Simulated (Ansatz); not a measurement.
The first iterations of a band of CH₆Ge (8 atoms, charge 0, multiplicity 1).

Method: Ansatz, RKS B3LYP-D4/def2-SVP.

```
movable images  : 8
climbing image  : no
spring          : 5.0 eV/Å²
optimiser       : quadratic models (default)
start path      : through a guess of the saddle point
force threshold : 0.03 eV/Å
iteration limit : 60
end points      : relaxed
```

First end point:

```xyz
8
Properties=species:S:1:pos:R:3
Ge 0.176 -0.028 0.360
H -0.263 -0.298 1.815
C 2.138 0.031 0.239
H 2.569 -0.929 0.559
H 2.451 0.229 -0.797
H 2.536 0.828 0.884
H -0.432 1.317 -0.096
H -0.385 -1.151 -0.540
```

Last end point:

```xyz
8
Properties=species:S:1:pos:R:3
Ge -0.888 -0.029 0.414
H 1.242 -0.128 1.272
C 2.156 -0.027 0.647
H 2.659 -1.003 0.632
H 1.916 0.286 -0.377
H 2.789 0.730 1.129
H -0.577 1.222 -0.535
H -0.507 -1.052 -0.757
```

| iteration | highest image above the first end (eV) | largest band force component (eV/Å) |
| --- | --- | --- |
| 1 | 4.319 | 3.764 |
| 2 | 3.175 | 1.951 |
| 3 | 2.671 | 1.777 |
| 4 | 2.638 | 0.486 |
| 5 | 2.644 | 0.323 |
| 6 | 2.633 | 0.433 |
| 7 | 2.629 | 0.144 |

Problem. Does the band converge within its limit, and where does its top end?

Solution. The forces met the threshold. It ended after 23 iterations with the highest image 2.533 eV above the first end. No image climbed, so the highest image needn't sit at the top of the path. The orbitals stay closed-shell, which can raise the energy where a bond breaks towards radicals; this wasn't checked here.

Run time: 7.2 min on 1 thread of Arm Neoverse V2, with other jobs on the host, peak memory 0.15 GiB.
